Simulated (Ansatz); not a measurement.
La3⁺. The state is a triplet with charge 1. Geometry PBE-D4/def2-TZVP; atoms count from 1.

Cartesian coordinates in Å:
```
La -0.1586 1.9041 -0.0548
La 0.1254 -0.9960 -1.6267
La 0.0332 -0.9081 1.6815
```

In the def2 sets La takes a core potential; there is no spin–orbit coupling. The charge 1 triplet is spin-contaminated (final ⟨S²⟩ up to 3.48, 2.00 for a pure state). The structure comes from a short search, and lower isomers may exist.

**Question.** Estimate the Mulliken populations from the PBE0/def2-TZVP orbitals of Ansatz.

**Answer.** 
```
atom  charge (e)  spin (α − β)  d electrons
 La1        0.33         -0.07         1.93
 La2        0.33         -0.07         1.93
 La3        0.34          2.13         2.12
```
Mulliken values and Mayer orders depend strongly on the basis.

**Question.** Where does the spin sit?

**Answer.** Summed by element: La 2.00, of 2 unpaired in all. Largest on single atoms: La3 2.13, La2 -0.07, La1 -0.07.

**Question.** And the Mayer bond orders between bonded heavy atoms (over 0.3)?

**Answer.** La1–La2 1.53 (3.31 Å); La1–La3 1.45 (3.31 Å); La2–La3 1.45 (3.31 Å).
